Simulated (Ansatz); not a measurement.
(LiNH2)3 ring (Li3N3H6), 12 atoms. Hardware: 4 threads of Intel Xeon on a shared host.

Correlated methods freeze 3 core orbitals; core or outer-core shells of Li are correlated, in sets that lack core-valence functions.

How many basis functions does each of these Ansatz runs have, and roughly what does it cost? ωB97X-V/def2-TZVP, charge 0 singlet, energy, from earlier orbitals; PBE0-D4/def2-SVP, charge 0 singlet, energy, from earlier orbitals; r2SCAN0-D4/def2-TZVP, charge 0 singlet, energy, from earlier orbitals; PBE0-D4/def2-TZVP, charge 0 singlet, energy, from earlier orbitals; BHLYP-D4/def2-TZVP, charge 0 singlet, energy, from earlier orbitals; revPBE-D4/def2-TZVP, charge 0 singlet, energy, from earlier orbitals; RPA@PBE/def2-TZVP, charge 0 singlet, energy, from earlier orbitals; PBE-D4/def2-SVP, charge 0 singlet, energy, from earlier orbitals; PBE0-D4/def2-TZVP, charge 1 doublet at the geometry of the charge 0 singlet, energy, from earlier orbitals; B2PLYP/def2-TZVP, charge 0 singlet, energy, from earlier orbitals; CCSD(T)/def2-TZVPP, charge 0 singlet, energy, from earlier orbitals; r2SCAN-D4/def2-TZVP, charge 1 doublet at the geometry of the charge 0 singlet, energy, from earlier orbitals.

Other jobs shared the machine, so times can vary by a factor of up to 3. A dash marks memory too small to be measured apart from the calling script's.

```tsv
run	functions	fitting or Cholesky vectors	wall time	peak host memory (GiB)
PBE-D4/def2-SVP, charge 0 singlet, energy, from earlier orbitals	99	1272	1.9 s	–
PBE0-D4/def2-SVP, charge 0 singlet, energy, from earlier orbitals	99	1272	2.2 s	–
revPBE-D4/def2-TZVP, charge 0 singlet, energy, from earlier orbitals	171	1116	2.7 s	–
PBE0-D4/def2-TZVP, charge 0 singlet, energy, from earlier orbitals	171	1116	3.4 s	–
BHLYP-D4/def2-TZVP, charge 0 singlet, energy, from earlier orbitals	171	1158	3.9 s	–
RPA@PBE/def2-TZVP, charge 0 singlet, energy, from earlier orbitals	171	1341	4.7 s	–
r2SCAN0-D4/def2-TZVP, charge 0 singlet, energy, from earlier orbitals	171	1116	5 s	–
PBE0-D4/def2-TZVP, charge 1 doublet at the geometry of the charge 0 singlet, energy, from earlier orbitals	171	1116	5.5 s	–
B2PLYP/def2-TZVP, charge 0 singlet, energy, from earlier orbitals	171	1341	6 s	–
r2SCAN-D4/def2-TZVP, charge 1 doublet at the geometry of the charge 0 singlet, energy, from earlier orbitals	171	1116	7 s	–
ωB97X-V/def2-TZVP, charge 0 singlet, energy, from earlier orbitals	171	1116	9.6 s	–
CCSD(T)/def2-TZVPP, charge 0 singlet, energy, from earlier orbitals	234	1485	5.3 min	2.1
```
